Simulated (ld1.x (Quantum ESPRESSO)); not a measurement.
**Scattering properties, PAW potential for nitrogen (N)**

nitrogen (N), PAW, made with ld1.x (Quantum ESPRESSO) 7.5 (PBE, scalar-relativistic). Core [He], reference 2s2 2p3. Waves: 2s (bound): rcut 0.55, rcutus 0.75 bohr; 2s channel at 0.1 Ry: rcut 0.55, rcutus 0.75 bohr; 2p (bound): rcut 1.85, rcutus 2.00 bohr; 2p channel at 0.65 Ry: rcut 1.85, rcutus 2.00 bohr. Local part: all-electron potential smoothed inside 1.55 bohr (lloc = -1). Core correction: Bessel-smoothed model core, default radius (core density twice the valence density). Augmentation charge: PSQ, radius 0.55 bohr.

The phase is arctan(r·u′/u) with u = r·R(r), unwrapped; energies in Ry, scanned from -3 to 5 Ry. A pole is an energy at which the radial function vanishes at the test radius. The pseudo phase is shifted by a multiple of π to meet the all-electron one at the reference energy, and phase errors are pseudo minus all-electron; the curves can meet again beyond the range given. Levels narrower than the energy grid can be missing from the lists of poles.

Task: For each channel, where are the poles, and over which energies does the pseudopotential scatter like the atom?

Result:

```tsv
channel	radius (bohr)	reference energy (Ry)	poles, all-electron	poles, pseudo	unbroken range about the reference energy with phases within 0.05 rad	phase error 1 Ry above the reference energy (rad)
s	2.19	-1.37	-0.89	-0.89	the whole range	+0.000
p	2.19	-0.52	0.01	0.01	the whole range	-0.000
```

Phases in the p channel:

```json
{"E (Ry)": "-3.00", "all-electron": "1.288", "pseudo": "1.288"}
{"E (Ry)": "-2.52", "all-electron": "1.254", "pseudo": "1.253"}
{"E (Ry)": "-2.04", "all-electron": "1.201", "pseudo": "1.201"}
{"E (Ry)": "-1.56", "all-electron": "1.103", "pseudo": "1.103"}
{"E (Ry)": "-1.08", "all-electron": "0.826", "pseudo": "0.825"}
{"E (Ry)": "-0.60", "all-electron": "-0.646", "pseudo": "-0.646"}
{"E (Ry)": "-0.12", "all-electron": "-1.497", "pseudo": "-1.497"}
{"E (Ry)": "0.36", "all-electron": "-1.695", "pseudo": "-1.695"}
{"E (Ry)": "0.84", "all-electron": "-1.811", "pseudo": "-1.811"}
{"E (Ry)": "1.32", "all-electron": "-1.928", "pseudo": "-1.928"}
{"E (Ry)": "1.80", "all-electron": "-2.096", "pseudo": "-2.098"}
{"E (Ry)": "2.28", "all-electron": "-2.422", "pseudo": "-2.434"}
{"E (Ry)": "2.76", "all-electron": "-3.132", "pseudo": "-3.175"}
{"E (Ry)": "3.24", "all-electron": "-3.904", "pseudo": "-3.947"}
{"E (Ry)": "3.72", "all-electron": "-4.270", "pseudo": "-4.299"}
{"E (Ry)": "4.20", "all-electron": "-4.441", "pseudo": "-4.464"}
{"E (Ry)": "4.68", "all-electron": "-4.538", "pseudo": "-4.559"}
```
